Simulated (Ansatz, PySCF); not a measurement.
Gas-phase reaction in SMILES: CO (CH4O) [methanol] -> C[O] + H atom (the H-O bond at the site shown breaks; other sites are not compared here)
Geometries: B3LYP-D3(BJ)/def2-TZVP minima from Ansatz (a first-principles code).
Geometry of the first species:
```xyz
6

C     -0.0525     0.6636    -0.0008
O     -0.0399    -0.7570     0.0018
H     -1.0978     0.9691     0.0075
H      0.8740    -1.0577    -0.0054
H      0.4365     1.0833     0.8854
H      0.4213     1.0799    -0.8968
```

Property: bond dissociation energy (0 K, with B3LYP-D3(BJ) harmonic zero-point energies from PySCF), in kcal/mol. Cores are frozen in the correlated levels unless marked. Open shells are spin-unrestricted. No spin-orbit coupling. Non-relativistic. Basis-set limits of correlation are two-point, X^-3; Hartree-Fock from the larger set. [CCSD(T)-MP2]/basis is that difference in the basis named.

```
level                                                          program  bond dissociation energy (kcal/mol)
-------------------------------------------------------------  -------  -----------------------------------
RI-HF/def2-QZVPPD                                               Ansatz                                 68.7
r2SCAN/def2-TZVPD                                               Ansatz                                 95.8
PBE0/STO-3G                                                     Ansatz                                 99.0
TPSSh/def2-TZVPD                                                 PySCF                                 96.9
CAM-B3LYP/def2-TZVPD                                            Ansatz                                 99.0
RI-MP2/def2-TZVPP                                               Ansatz                                106.2
RI-MP2/CBS(aug-cc-pVTZ,aug-cc-pVQZ)+[CCSD(T)-MP2]/aug-cc-pVTZ   Ansatz                                104.3
```
